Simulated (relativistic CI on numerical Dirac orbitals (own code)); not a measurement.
# How well does a small relativistic CI reproduce Xe⁺?

Calculated at this level of theory: Dirac-Coulomb-Breit CI, KLI orbitals optimised for each configuration, model QED (radiative potential, 1s self-energy scaled to tabulated hydrogen-like ionisation energies), valence Slater integrals scaled by 0.85, P86 correlation energy added to each configuration (own radial code, finite nucleus).

Configurations in the expansion (outside the closed core [Kr] 4d10): 5s2 5p5, 5s 5p6, 5s2 5p4 6s, 5s2 5p4 5d, 5s2 5p4 6p, 5s2 5p4 7s, 5s 5p5 5d, 5s2 5p4 6d, 5s2 5p4 4f, 5s2 5p4 7p, 5s2 5p4 8s, 5s2 5p4 7d, 5s2 5p4 5f, 5s2 5p4 8p, 5s2 5p4 5g, 5s2 5p4 8d, 5s2 5p3 5d2, 5s2 5p2 5d2 6s, 5s2 5p2 5d3, 5s2 5p2 5d2 6p, 5s2 5p2 5d2 7s, 5s 5p3 5d3. Double excitations out of closed p, d and f shells are left out; levels of such configurations are missing from the list, as are those of other unlisted configurations, and high levels can miss mixing partners. These lack a partner that the ground configuration has and come out too high: 5s2 5p4 6d, 5s2 5p4 4f, 5s2 5p4 7p, 5s2 5p4 8s, 5s2 5p4 7d.

```csv
Configuration,Term (tabulated),J,Measured (cm⁻¹),Computed,Error,Purity (%)
5s2 5p5,2P°,3/2,0.0,0,0,98
5s2 5p5,2P°,1/2,10537.0,10451,-86,98
5s2 5p4 6s,4P,5/2,93068.4,97416,4348,85
5s2 5p4 5d,4D,5/2,95396.7,99608,4211,79
5s2 5p4 5d,4D,7/2,95437.7,99460,4022,82
5s2 5p4 5d,4D,3/2,96033.5,100485,4452,58
5s2 5p4 6s,4P,1/2,101157.5,105801,4644,69
5s2 5p4 6p,4P° †,5/2,111958.9,115135,3176,62
5s2 5p4 6p,4D° †,5/2,113512.4,126207,12695,59
5s2 5p4 6p,4P° †,1/2,113672.9,124432,10759,64
5s2 5p4 6p,4D° †,7/2,113705.4,116818,3113,88
```

Measured levels from NIST Handbook of Basic Atomic Spectroscopic Data (Sansonetti and Martin, J. Phys. Chem. Ref. Data 34, 1559 (2005)); pairs were made by configuration, J and term (by order where the table uses no LS term), so strongly mixed levels may be paired wrongly.

Mean error by configuration (cm⁻¹): 5s2 5p5 -86; 5s2 5p4 6s 4496; 5s2 5p4 5d 4229. Over the excited levels the mean absolute error is 3627 cm⁻¹ (10 of the 17 excited levels that our extract of the source holds in range could be paired, and the others can miss by more), and the median relative error of those above 1,000 cm⁻¹ is 4.5 %. † marks terms whose computed intervals miss the measured ones by more than a factor of 2.5, or configurations far off the rest, from wrong mixing, a near crossing or a doubtful label or measurement; they are left out of the means.

Transition probabilities of persistent lines. The last column rescales the computed rate by the cube of measured over computed energy:

```csv
λ measured (Å),Lower,Upper,A tabulated (s⁻¹),A computed,A rescaled
4844.33 air,5s2 5p4 6s 4P_5/2,5s2 5p4 6p 4D°_7/2,1.10e+08,1.06e+08,1.28e+08
5292.22 air,5s2 5p4 6s 4P_5/2,5s2 5p4 6p 4P°_5/2,8.90e+07,1.04e+08,1.26e+08
6051.15 air,5s2 5p4 5d 4D_7/2,5s2 5p4 6p 4P°_5/2,1.70e+07,1.96e+07,2.30e+07
```
